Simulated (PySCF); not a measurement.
H₂Te, SMILES [TeH2].

Geometry optimised at PBE-D3(BJ)/def2-TZVPD. The def2 effective core potentials stand for the cores of Te; spin–orbit coupling is left out.

Computed with r2SCAN/def2-TZVPD (PySCF).

Symmetry labels are those of the subgroup C2v that the program uses (full group C2v).

Computed valence orbital energies around the gap with their symmetry:
```json
[
 {"orbital": "HOMO−7", "symmetry": "A1", "energy (eV)": "-42.00"},
 {"orbital": "HOMO−6", "symmetry": "A2", "energy (eV)": "-41.78"},
 {"orbital": "HOMO−5", "symmetry": "B1", "energy (eV)": "-41.70"},
 {"orbital": "HOMO−4", "symmetry": "A1", "energy (eV)": "-41.67"},
 {"orbital": "HOMO−3", "symmetry": "A1", "energy (eV)": "-16.71"},
 {"orbital": "HOMO−2", "symmetry": "B2", "energy (eV)": "-9.91"},
 {"orbital": "HOMO−1", "symmetry": "A1", "energy (eV)": "-8.66"},
 {"orbital": "HOMO", "symmetry": "B1", "energy (eV)": "-5.77"},
 {"orbital": "LUMO", "symmetry": "B2", "energy (eV)": "-1.43"},
 {"orbital": "LUMO+1", "symmetry": "A1", "energy (eV)": "-0.57"},
 {"orbital": "LUMO+2", "symmetry": "B2", "energy (eV)": "1.00"},
 {"orbital": "LUMO+3", "symmetry": "A1", "energy (eV)": "1.07"}
]
```
